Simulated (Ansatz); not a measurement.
`Cn1cc[n+](C)c1`, charge 1, multiplicity 1.

(1) Give a relaxed structure at PBE0-D4/def2-TZVP (Ansatz 0.2.0). (Estimate.)

Results:

(1) The calculation gave: 
Z-matrix (Å, degrees):
```
C
N 1 1.455
H 1 1.089 2 109.6
H 1 1.089 2 109.6 3 -120.6
H 1 1.088 2 109.1 3 119.7
C 2 1.371 1 125.7 3 60.3
C 2 1.328 1 125.8 3 -119.7
C 6 1.356 2 107.1 1 -180.0
H 6 1.077 2 122.2 1 0.0
N 7 1.328 2 108.8 1 180.0
H 7 1.078 2 125.6 1 -0.0
H 8 1.077 6 130.7 2 -180.0
C 10 1.455 7 125.8 2 -180.0
H 13 1.088 10 109.1 7 -0.0
H 13 1.089 10 109.6 7 119.6
H 13 1.089 10 109.6 7 -119.7
```
Point group C2v.
This is one stationary point; other conformers may exist.
